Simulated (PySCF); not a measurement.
**Ionisation energy of P(2+) by level of theory**

P(2+) [Ne] 3s2 3p1 (2P) → P(3+) [Ne] 3s2 (1S), as a difference of total energies. Calculation: PySCF 2.14, in aug-cc-pV(Q+d)Z; no relativity, point nucleus. Correlated levels: valence: [Ne] frozen. The calculations carry no spin-orbit coupling.

| method | ionisation energy (eV) | plus first-order spin-orbit estimate | error of that sum (eV) |
| --- | --- | --- | --- |
| UHF | 29.589 | 29.629 | -0.574 |
| LDA | 30.209 | 30.249 | +0.046 |
| PBE | 30.248 | 30.288 | +0.085 |
| PBE0 | 30.269 | 30.309 | +0.106 |
| r2SCAN | 30.381 | 30.422 | +0.219 |
| TPSS | 30.383 | 30.423 | +0.220 |
| LC-wPBE | 30.437 | 30.478 | +0.275 |
| PW91 | 30.322 | 30.362 | +0.159 |
| M06 | 30.038 | 30.079 | -0.124 |
| MP2 (valence) | 29.916 | 29.957 | -0.246 |
| SCS-MP2 (valence) | 29.910 | 29.951 | -0.252 |

Reference: 30.203 eV (measured; NIST Atomic Spectra Database, ionization energies).

A first-order spin-orbit estimate (lowest level to lowest level, LS coupling) adds 0.040 eV.

Errors of the correlated levels include the incompleteness of this basis and the frozen core.
